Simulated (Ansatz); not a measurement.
C2H7GeN (`C=N[CH2][GeH3]`), relaxed with RKS PBE-D4/def2-SVP in Ansatz 0.2.0 from a rough embedded geometry. The force threshold is 0.03 eV/Å; the program also tests the step.

Charge 0, multiplicity 1.

Start:

```xyz
11

C     0.564   -1.871   -0.929
N     0.393   -1.011   -0.050
C    -0.219    0.224   -0.379
Ge   -0.260    1.430    1.169
H     1.041   -2.866   -0.607
H     0.292   -1.809   -1.964
H    -1.225    0.110   -0.796
H     0.435    0.794   -1.178
H     1.120    1.611    1.688
H    -1.170    0.666    2.245
H    -0.972    2.723    0.801
```

How much energy does the relaxation release, and in how many steps? (Estimate.)

Computed: 0.49 eV, in 17 steps, 2 of them rejected.

Which bonds change most? (Estimate.)

Ansatz gave: Ge4–H9 from 1.486 to 1.551 Å; C3–H8 from 1.179 to 1.120 Å; Ge4–H10 from 1.603 to 1.548 Å; C1–H6 from 1.072 to 1.120 Å.

Give the relaxed structure. (Best estimate.)

Ansatz gave: 
```xyz
11

C     0.750   -1.746   -0.791
N    -0.231   -1.214   -0.171
C    -0.602    0.138   -0.482
Ge   -0.209    1.289    1.096
H     1.060   -2.777   -0.534
H     1.331   -1.225   -1.594
H    -1.701    0.202   -0.632
H    -0.094    0.570   -1.383
H     1.307    1.202    1.408
H    -1.020    0.803    2.322
H    -0.590    2.757    0.762
```
